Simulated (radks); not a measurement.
Br IV, 32 electrons, occupied as [Ar] 3d10 4s2 4p2 (the NIST ground configuration). Method: Dirac Kohn-Sham, BLYP, spin-unpolarised, spherical densities, finite nucleus; open shells are shared between the two j in proportion to 2j + 1; Fermi nuclear charge, rms radius 4.1629 fm; computed with a radial shooting solver on a logarithmic mesh with Libxc functionals.

Radial electron density D(r) = 4 pi r^2 rho(r):

```
   r/bohr * D(r) (the largest magnitude, 51.3, reaches the edge; | marks zero)
 0.001875 | *
 0.002131 | *
 0.002442 | *
 0.002775 |  *
 0.003179 |   *
 0.003613 |    *
  0.00414 |     *
 0.004705 |      *
  0.00539 |        *
 0.006127 |          *
 0.007019 |            *
 0.007978 |               *
  0.00914 |                  *
  0.01039 |                      *
   0.0119 |                          *
  0.01353 |                             *
   0.0155 |                                  *
  0.01761 |                                     *
  0.02018 |                                         *
  0.02293 |                                           *
  0.02607 |                                             *
  0.02986 |                                              *
  0.03394 |                                             *
  0.03889 |                                            *
   0.0442 |                                         *
  0.05063 |                                       *
  0.05755 |                                      *
  0.06593 |                                     *
  0.07494 |                                       *
  0.08585 |                                           *
  0.09758 |                                               *
   0.1118 |                                                   *
   0.1271 |                                                      *
   0.1456 |                                                      *
   0.1654 |                                                  *
   0.1895 |                                            *
   0.2154 |                                     *
   0.2468 |                               *
   0.2805 |                             *
   0.3214 |                              *
   0.3653 |                                 *
   0.4151 |                                    *
   0.4756 |                                    *
   0.5406 |                                 *
   0.6193 |                           *
   0.7039 |                    *
   0.8064 |              *
   0.9166 |         *
     1.05 |      *
    1.193 |    *
    1.367 |   *
    1.554 |   *
     1.78 |  *
    2.024 | *
    2.318 |*
    2.635 |*
    3.019 *
    3.431 *
    3.931 *
    4.468 *
    5.119 *
    5.818 *
```

D(r) has 3 maxima, at r = 0.0299, 0.134, 0.450 bohr, and minima at 0.0623, 0.285 bohr, inside which lie 2.08, 11.02 electrons.
